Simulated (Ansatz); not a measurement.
These are frozen-core CCSD(T)/cc-pVDZ // B3LYP-D3(BJ)/def2-SVP run with Ansatz (a program for electronic structure) values and carry that method's errors.

Ansatz 0.2 input:
```yaml
crystal:
  periodic: [false, false, false]
  atoms:
    - { symbol: C, position_ang: [-2.053527, -0.720743, -1.223121] }
    - { symbol: O, position_ang: [-0.84957, -1.082538, -0.591906] }
    - { symbol: Si, position_ang: [0.110516, -0.102391, 0.367653] }
    - { symbol: Si, position_ang: [-0.765374, 0.075768, 2.541346] }
    - { symbol: Si, position_ang: [0.371016, 2.001921, -0.693012] }
    - { symbol: O, position_ang: [1.573776, -0.871906, 0.534958] }
    - { symbol: C, position_ang: [2.425044, -1.227788, -0.535223] }
    - { symbol: H, position_ang: [-1.935766, 0.171111, -1.868601] }
    - { symbol: H, position_ang: [-2.856613, -0.505528, -0.493137] }
    - { symbol: H, position_ang: [-2.385993, -1.557223, -1.857508] }
    - { symbol: H, position_ang: [0.059021, 1.007131, 3.367673] }
    - { symbol: H, position_ang: [-2.153853, 0.626696, 2.466776] }
    - { symbol: H, position_ang: [-0.81937, -1.259131, 3.206384] }
    - { symbol: H, position_ang: [1.37144, 2.822784, 0.05316] }
    - { symbol: H, position_ang: [0.833449, 1.860799, -2.107958] }
    - { symbol: H, position_ang: [-0.925147, 2.747442, -0.703364] }
    - { symbol: H, position_ang: [3.312991, -1.731597, -0.123727] }
    - { symbol: H, position_ang: [1.923725, -1.914996, -1.238582] }
    - { symbol: H, position_ang: [2.764234, -0.339813, -1.10181] }
basis:
  gaussian: { orbitals: cc-pVDZ }
correlation:
  method: ccsd_t
```

Output:

```
Functional definition: HF
1580 factors; integrals over basis functions are off by at most 1.1e-3 eV
mean field evaluation 1: about -29908.8038 eV, gradient 4.0e1 eV
mean field evaluation 2: about -29908.9918 eV, gradient 4.0e1 eV
mean field evaluation 4: about -29913.3008 eV, gradient 4.9e0 eV
mean field evaluation 8: about -29913.3919 eV, gradient 2.1e-1 eV
mean field evaluation 16: about -29912.0796 eV, gradient 2.3e1 eV
mean field -29913.39214027 eV, -1099.2968851296 hartree, gradient 1.2e-6 eV, S^2 0.000000; 0 other end points of the search recorded, 0 dependent functions left out
19 core orbitals not correlated
reference -29913.39214027 eV, -1099.2968851296 hartree; 22, 22 occupied and 129, 129 virtual orbitals, 1580 factors
second order -25.99950790 eV of doubles, -0.00000000 eV of singles
cycle   1  -27.56861192 eV  change    -1.6e0 eV  update   1.3e-1
cycle   2  -28.43180603 eV  change   -8.6e-1 eV  update   4.1e-2
cycle   3  -28.63247385 eV  change   -2.0e-1 eV  update   2.2e-2
cycle   4  -28.62408276 eV  change    8.4e-3 eV  update   5.2e-3
cycle   5  -28.62231599 eV  change    1.8e-3 eV  update   2.3e-3
cycle   6  -28.62252747 eV  change   -2.1e-4 eV  update   6.6e-4
cycle   7  -28.62202766 eV  change    5.0e-4 eV  update   2.6e-4
cycle   8  -28.62193328 eV  change    9.4e-5 eV  update   9.0e-5
cycle   9  -28.62198049 eV  change   -4.7e-5 eV  update   3.5e-5
cycle  10  -28.62198052 eV  change   -2.3e-8 eV  update   1.3e-5
perturbative correction -0.77502627 eV, -0.0284816901 hartree
Total energy: -29942.78914706 eV, -1100.3772052030 hartree
```

Cost: around 4 core-minutes (rough).
